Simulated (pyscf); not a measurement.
## Hydrogen abstraction: GeH₄ + GeH₃• → GeH₃• + GeH₄

Gas phase, doublet surface, charge 0. Bonds broken: Ge1–H2. Bonds formed: H2–Ge6. Single points on ωB97X-D3(BJ)/def2-SVP structures (PySCF, gas phase).

Transition state (Å):

```xyz
9

Ge     0.4611     0.6193    -1.1221
H     -0.3500     0.2215     0.4346
H      1.6332     1.5802    -0.8497
H     -0.5552     1.2906    -2.0643
H      0.9886    -0.6778    -1.7631
Ge    -1.1605    -0.1754     1.9912
H     -2.2377    -1.2471     1.7414
H     -0.1124    -0.7110     2.9842
H     -1.8140     1.0981     2.5593
```

One imaginary mode, 1189i cm⁻¹; descent along it reached the two sides named.

| bond | change | reactant side (Å) | saddle | product side |
|---|---|---|---|---|
| Ge1–H2 | breaks | 1.536 | 1.800 | 3.3 |
| H2–Ge6 | forms | 3.3 | 1.799 | 1.536 |

Electronic energies relative to the separated reactants (kcal/mol):

```csv
level,barrier,reaction energy,reverse barrier
ωB97X-D3(BJ)/def2-TZVP,5.2,0.0,5.2
PBE/def2-TZVP,1.0,0.0,1.0
r²SCAN/def2-TZVP,3.3,0.0,3.3
B3LYP-D3(BJ)/def2-TZVP,3.1,0.0,3.1
PBE0-D3(BJ)/def2-TZVP,2.9,0.0,2.9
M06-2X/def2-TZVP,6.9,0.0,6.9
ωB97M-D3(BJ)/def2-TZVP,7.3,0.0,7.3
HF/def2-TZVP,19.0,0.0,19.0
```

With ωB97M-D3(BJ)/def2-TZVP energies and thermal terms (ideal gas, 1 atm, RRHO with modes under 100 cm⁻¹ raised to 100, one conformer, R ln 2 for chiral ones without a mode under 150 cm⁻¹), in kcal/mol:

| T (K) | ΔH‡ | ΔG‡ | ΔH | ΔG |
|---|---|---|---|---|
| 298 | 5.5 | 13.1 | 0.0 | 0.0 |
| 600 | 6.5 | 20.4 | 0.0 | 0.0 |
| 900 | 7.5 | 27.1 | 0.0 | 0.0 |
| 1200 | 8.4 | 33.4 | 0.0 | 0.0 |

This is the saddle that the search found; another between the same sides may lie lower. The angle at the transferred H is 180°. Elements up to Kr have no core potential and no relativistic terms here.
